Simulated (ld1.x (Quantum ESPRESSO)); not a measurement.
**Cutoff test, P, RRKJ**

* Element: phosphorus (P)
* Generator: ld1.x (Quantum ESPRESSO) 7.5
* Type: norm-conserving RRKJ (Kleinman–Bylander form)
* Functional: Wu–Cohen
* Relativity: non-relativistic
* Frozen core: [Ne]
* Valence charge: 5
* Reference configuration: 3s2 3p3
* Partial waves: 3s (bound): rc 1.75 bohr; 3p (bound): rc 1.40 bohr
* Local potential: all-electron potential smoothed inside 1.05 bohr (lloc = -2)
* Core correction: a·sin(br)/r model core, default radius (core density twice the valence density)
* rho0: 0.001

The pseudo-atom Hamiltonian at the reference potential is diagonalised in spherical Bessel functions j_l(qr) that vanish at 20 bohr, with q² up to the cutoff. All-electron valence levels (Ry): 3s -1.0182, 3p -0.4034.

Q: How do the lowest levels (Ry) of each channel move with the cutoff, and are there ghosts?

A:

```tsv
cutoff (Ry)	s #1	s #2	p #1	d #1	f #1	f #2	Σ f·Δε (mRy)
8	-0.9266	-0.0189	-0.3990	0.0652	0.1145	0.2434	196.6
10	-0.9549	-0.0204	-0.4017	0.0651	0.1145	0.2434	131.8
15	-0.9959	-0.0224	-0.4022	0.0650	0.1145	0.2434	48.5
18	-1.0107	-0.0232	-0.4023	0.0650	0.1145	0.2434	18.6
21	-1.0151	-0.0234	-0.4024	0.0650	0.1145	0.2434	9.5
30	-1.0175	-0.0235	-0.4024	0.0649	0.1145	0.2434	4.3
35	-1.0176	-0.0235	-0.4027	0.0649	0.1145	0.2434	3.6
40	-1.0177	-0.0235	-0.4029	0.0649	0.1145	0.2434	2.7
45	-1.0179	-0.0235	-0.4032	0.0649	0.1145	0.2434	1.5
55	-1.0182	-0.0236	-0.4034	0.0649	0.1145	0.2434	0.3
60	-1.0182	-0.0236	-0.4034	0.0649	0.1145	0.2434	0.2
400	-1.0182	-0.0236	-0.4034	0.0649	0.1145	0.2434	0.0
```

Result: no extra level below or beside the all-electron valence levels (s, p, d, f tested); 10 mRy is reached at 21 Ry and 1 mRy at 50 Ry.
